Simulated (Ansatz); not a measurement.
CH5GeNOS. Total charge 0; spin multiplicity 1. The bonds changed during the relaxation, so this is another structure than the one it started from. Geometry: relaxed with PBE0-D4/def2-TZVP. It is one conformer, not always the lowest.

```xyz
10

N    -1.772   -0.163    0.180
C    -0.443   -0.044    0.224
S     0.375    0.025    1.783
O     0.200    0.017   -0.830
Ge    2.260    0.204   -0.656
H    -2.335   -0.220    1.007
H    -2.210   -0.202   -0.726
H    -0.798   -0.079    2.464
H     2.468   -0.929   -1.743
H     2.255    1.391   -1.705
```

(1) What is the dipole moment at r2SCAN/def2-TZVPP? (An estimate is asked.)

(2) And with PBE, B3LYP, ωB97M-V? (Estimate.)

(3) Give the Mulliken charges with r2SCAN, PBE, ωB97M-V in def2-TZVPP. (An estimate is asked.)

Results:

(1) Computed: 6.72 D, with components (-6.23, -0.58, 2.44) D in this frame, pointing from negative to positive charge.

(2) Ansatz gave: PBE 6.41 D, B3LYP 6.77 D, ωB97M-V 7.15 D.

(3) The calculation gave: 
| atom | r2SCAN | PBE | ωB97M-V |
| --- | --- | --- | --- |
| N1 | -0.29 | -0.23 | -0.20 |
| C2 | 0.41 | 0.32 | 0.36 |
| S3 | -0.06 | -0.10 | -0.02 |
| O4 | -0.35 | -0.28 | -0.34 |
| Ge5 | 0.04 | 0.02 | -0.04 |
| H6 | 0.18 | 0.17 | 0.14 |
| H7 | 0.21 | 0.20 | 0.17 |
| H8 | 0.04 | 0.05 | 0.06 |
| H9 | -0.10 | -0.08 | -0.07 |
| H10 | -0.10 | -0.08 | -0.07 |

B3LYP here is the variant with VWN-RPA as its local correlation; programs differ in this.
